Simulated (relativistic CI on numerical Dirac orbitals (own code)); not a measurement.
**Hyperfine structure of Hf38+, mass number 179**

Calculated at this level of theory: Dirac-Coulomb-Breit CI, KLI orbitals optimised for each configuration, model QED (radiative potential, 1s self-energy scaled to tabulated hydrogen-like ionisation energies), unscaled Slater integrals (own radial code, finite nucleus).

Configuration list (outside the closed core [Ar] 3d10): 4s2 4p4, 4s 4p5, 4s2 4p3 4d, 4p6, 4s 4p4 4d, 4s2 4p3 4f, 4s 4p4 4f, 4p5 4d, 4s 4p3 4d2, 4s2 4p2 4d 4f, 4p5 4f, 4p4 4d2, 4p3 4d3, 4p3 4d2 4f. Double excitations out of closed p, d and f shells are left out; levels of such configurations are missing from the list, as are those of other unlisted configurations, and high levels can miss mixing partners.

Nuclear spin I = 9/2, μ = -0.6389 μN, Q = 3.79 b (tables of Stone and Pyykkö). The electronic factors are computed for point nuclear moments, without core polarisation or the Bohr-Weisskopf and QED corrections.

| Level | E (eV) | A (MHz) | B (MHz) |
| --- | --- | --- | --- |
| 4s2 4p4 3P_2 | 0.000 | -7300 | 50700 |
| 4s2 4p4 3P_1 | 79.024 | 6248 | -196000 |
| 4s2 4p4 1D_2 | 83.562 | -21180 | -443000 |
| 4s 4p5 3P°_2 | 179.747 | -31750 | -329000 |

Levels with J = 0, under 50 % of one LS term, or S terms without an open s electron are left out. Small factors come from cancelling terms and can be off by tens of per cent or more.

At this charge energies of transitions that change n are usually good to better than 1 %, and those within a shell (Δn = 0) to a few per cent.

(1) Give the hyperfine levels of 4s2 4p4 3P_2 relative to its centre of gravity.

Answers

(1) With K = F(F + 1) − I(I + 1) − J(J + 1), E = AK/2 + B[¾K(K + 1) − I(I + 1)J(J + 1)]/[2I(2I − 1)J(2J − 1)]: F = 5/2: 103500, F = 7/2: 55810, F = 9/2: 7122, F = 11/2: -33030, F = 13/2: -53030 MHz.

LS names give the leading component of a level, which can be under half, so a name can repeat, a term be missing and a line seem to break the LS rules.
